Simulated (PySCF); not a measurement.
NMR data simulated for an unnamed compound:

¹H NMR (600 MHz, computed): δ 4.78 (s, 6H), 3.30 (m, 1H), 2.46 (m, 1H), 1.36 (m, 1H), 1.32 (m, 1H), 1.13 (m, 1H), 0.77 (br s, 2H), 0.73 (br s, 2H).

¹³C{¹H} NMR (computed): δ 64.7 (CH), 26.0 (CH2), 19.5 (CH2).

- coordinates at the GFN2-xTB level
- shielding tensors at PBE0/pcSseg-1 (GIAO)
- code: PySCF 2.14.0 with density-fitted response routines
- one computed conformer, rapidly exchanging positions averaged, no relativistic terms, no solvent

δ = σ(ref) − σ, references computed at the same level: ¹H (σref 31.72), ¹³C (σref 186.93) vs TMS.

Question: Which of these does the molecule contain: a Si–H bond, an aldehyde, an NH or NH2 group, a three-membered ring, a ketone?

Answer: 
- A Si–H bond: yes (δH 4.78 (s)).
- An aldehyde: no.
- An NH or NH2 group: yes (δH 0.73 (br s)).
- A three-membered ring: no.
- A ketone: no.

The data belong to `N[Si]1(N)CC[C@@H]1N([SiH3])[SiH3]`, C₃H₁₅N₃Si₃; they needn't prove each group on their own.

Carbon signals by region: 1 at 50–100 ppm, 2 below 50 ppm.

OH and NH positions are those of a molecule without intermolecular hydrogen bonds; in solution they move with solvent, concentration and temperature, and exchange usually removes their couplings. Shifts are as computed. Against solution values, carbons near 30 ppm lie about +3 ppm off and those near 130 ppm about +5 ppm. Of 1211 compounds with measured shifts, 218 miss one by over three times the rms of a fit or turn the order of signals round; such compounds aren't used in these exercises. No couplings were computed; multiplicities are counted from neighbouring protons, with m where these are inequivalent, close in shift, in a saturated or five-membered ring or joined by F or P, and br s for small geminal =CH2 splittings.
